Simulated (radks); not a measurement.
All-electron atom: Ho III in [Kr] 4d10 4f(up 5.5, down 5.5) 5s2 6s(up 0.5, down 0.5) 5p(up 3, down 2) (fractional occupations, a model configuration). Method: scalar-relativistic Kohn-Sham, BLYP, spin-polarised, spherical densities, finite nucleus; Fermi nuclear charge, rms radius 5.2022 fm; computed with a radial shooting solver on a logarithmic mesh with Libxc functionals.

Normalised radial functions P(r) = r R(r), r in bohr:

```
   r/bohr * 5p down, o 4f up (the largest magnitude, 1.11, reaches the edge; | marks zero, & curves that meet)
 0.003406                             &
 0.003966                             &
 0.004617                             &
 0.005375                             &
 0.006207                             o*
 0.007226                             o*
 0.008412                             o*
 0.009793                             o*
   0.0114                             o *
  0.01327                             o *
  0.01545                             o *
  0.01799                             o  *
  0.02094                             o  *
  0.02418                             o   *
  0.02815                             o   *
  0.03278                             o    *
  0.03816                             o    *
  0.04442                             o    *
  0.05171                             o    *
   0.0602                             |o   *
  0.07008                             |o *
  0.08159                             |&
  0.09422                            *| o
   0.1097                          *  |  o
   0.1277                       *     |   o
   0.1487                      *      |     o
   0.1731                     *       |       o
   0.2015                       *     |          o
   0.2346                          *  |             o
   0.2731                             |*                o
   0.3179                             |     *              o
   0.3671                             |         *             o
   0.4274                             |           *             o
   0.4975                             |         *                o
   0.5792                             |     *                    o
   0.6743                            *|                         o
    0.785                    *        |                      o
   0.9139             *               |                    o
    1.064        *                    |                 o
    1.239      *                      |             o
     1.43      *                      |           o
    1.665         *                   |        o
    1.939             *               |      o
    2.257                  *          |    o
    2.627                      *      |  o
    3.058                         *   | o
    3.561                           * |o
    4.145                            *|o
    4.826                             &
    5.573                             &
    6.488                             &
    7.553                             &
    8.793                             &
    10.24                             &
```

5p down: eigenvalue -44.209 eV, 3 radial nodes at r = 0.0894, 0.262, 0.660 bohr, <r> = 1.49 bohr, 90 % of the charge inside 2.18 bohr. 4f up: eigenvalue -22.618 eV, 0 radial nodes, <r> = 0.827 bohr, 90 % of the charge inside 1.44 bohr.
